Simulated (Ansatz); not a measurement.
Stepwise reaction of `O[Si]O` with methanol, as a gas-phase model of exchange steps in deposition or etching. ΔE in kJ/mol; ΔG adds harmonic PBE0-D4 terms to CCSD(T)/CBS, at 1 bar.

Computed with Ansatz on PBE0-D4/def2-TZVP structures; ΔE is electronic, products minus reactants. CCSD(T)/CBS adds triple-zeta CCSD(T) − MP2 to the extrapolated MP2 energy (def2 sets, frozen cores). This one scheme is used for every species. Functionals use def2-TZVPP. B3LYP here is the variant with VWN-RPA as its local correlation; programs differ in this. Each species was taken in one conformer, which may not be the lowest.

```json
{"step": "2", "reaction": "`CO[Si]O` + CH₃OH → `CO[Si]OC` + H₂O", "PBE-D4": "8.9", "B3LYP-D4": "5.9", "ωB97M-V": "11.4", "CCSD(T)/CBS": "8.5", "ΔG(500 K)": "10.4"}
```

Question: Give the row of step 1, `O[Si]O` + CH₃OH → `CO[Si]O` + H₂O. (An estimate is asked.)

Answer: The calculation gave: 
| step | reaction | PBE-D4 | B3LYP-D4 | ωB97M-V | CCSD(T)/CBS | ΔG(500 K) |
| --- | --- | --- | --- | --- | --- | --- |
| 1 | `O[Si]O` + CH₃OH → `CO[Si]O` + H₂O | -1.7 | -2.6 | -0.6 | -3.7 | -0.2 |

Question: By hand: ΔE of the 2 steps together at CCSD(T)/CBS.

Answer: (-3.7) + (8.5) = 4.8 kJ/mol, or 2.4 kJ/mol a step.

In ΔE each step is higher than the one before. ΔG lies between -0.2 and 10.4 kJ/mol a step. PBE-D4 differs from CCSD(T)/CBS by 0.4 to 2.0 kJ/mol a step. Isolated molecules leave out the surface, adducts and barriers. Largest T1 diagnostic: 0.015.
